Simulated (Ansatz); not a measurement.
BCl3. The state is a singlet with charge 0. Geometry PBE-D4/def2-TZVP, basis def2-TZVP, Ansatz.

```json
{"run": "A", "HOMO (eV)": "-8.71", "LUMO (eV)": "-2.13"}
{"run": "B", "HOMO (eV)": "-11.55", "LUMO (eV)": "0.52"}
{"run": "C", "HOMO (eV)": "-11.95", "LUMO (eV)": "0.53"}
{"run": "D", "HOMO (eV)": "-10.39", "LUMO (eV)": "-0.62"}
{"run": "E", "HOMO (eV)": "-8.03", "LUMO (eV)": "-2.39"}
{"run": "F", "HOMO (eV)": "-8.13", "LUMO (eV)": "-2.24"}
```

LC-ωPBE has ω = 0.4 bohr⁻¹. HSE06 is defined as in plane-wave codes, on full-range PBE exchange.

Task: The runs used B97M-V, BHLYP, HSE06, LC-ωPBE, r2SCAN, ωB97X-V. Estimate which is which.

Result: A HSE06 (range-separated); B ωB97X-V (range-separated); C LC-ωPBE (range-separated); D BHLYP (50 % exact exchange); E r2SCAN (0 % exact exchange); F B97M-V (0 % exact exchange). Exact exchange lowers occupied and raises empty levels; among semilocal functionals meta-GGAs tend to open the gap a little, and such runs are hard to tell apart. The gap grows from 5.64 eV (r2SCAN) to 12.49 eV (LC-ωPBE).
